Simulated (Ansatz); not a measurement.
Cartesian coordinates (Å):
```xyz
3

Cd     0.0000     0.0000     0.0000
F     -1.7647     0.5530     0.5477
F      1.7647    -0.5530    -0.5477
```
Charge 0, spin multiplicity 1.

These are frozen-core CCSD(T)/def2-TZVPP // BP86-D3(BJ)/def2-SVP (Ansatz, a first-principles code) values and carry that method's errors.

HF energy: -365.85815 Ha
MP2 correlation energy: -1.21149 Ha

Estimate the CCSD correlation energy, the (T) correction, the total energy and the T1 diagnostic.


The CCSD correlation energy comes out as -1.17902 Ha and the (T) correction is -0.03333 Ha. The CCSD(T) total energy is -367.07050 Ha and the T1 diagnostic is 0.018.
